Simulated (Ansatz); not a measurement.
The molecule AlS, multiplicity 2 (the spin of the measured ground state).

Constants: fifth-degree fit in 1/R to seven points, most abundant isotopes. In def2 and cc sets the state is the lowest found near the PBE0 minimum, followed along R.

Correlated levels freeze the cores. CBS(a, b) extrapolates the correlation energy as X⁻³ and adds the Hartree–Fock energy of set b.

Codes used: Ansatz (Gaussian orbitals). Each number belongs to the level named beside it.

Problem. What bond length and harmonic frequency does B97M-V/def2-TZVPP give, and what D_e (from each atom's lowest state at the same level)?

Solution. r_e = 2.028 Å, ω_e = 630 cm⁻¹, D_e = 4.52 eV.

Problem. What bond length and harmonic frequency does BHLYP/def2-TZVPP give, and what D_e (from each atom's lowest state at the same level)?

Solution. r_e = 2.029 Å, ω_e = 608 cm⁻¹, D_e = 3.81 eV.

Problem. What bond length and harmonic frequency does CCSD(T)/CBS(aug-cc-pV(T+d)Z, aug-cc-pV(Q+d)Z) give?

Solution. r_e = 2.034 Å, ω_e = 629 cm⁻¹.

Measured for the ground state: r_e 2.029 Å [Huber and Herzberg (1979), NIST Chemistry WebBook]. ω_e 617.12 cm-1, ω_e x_e 3.331 cm-1, B_e 0.28004 cm-1, α_e 0.0017822 cm-1 [Irikura, J. Phys. Chem. Ref. Data 36, 389 (2007)].

Ansatz is an electronic-structure program.
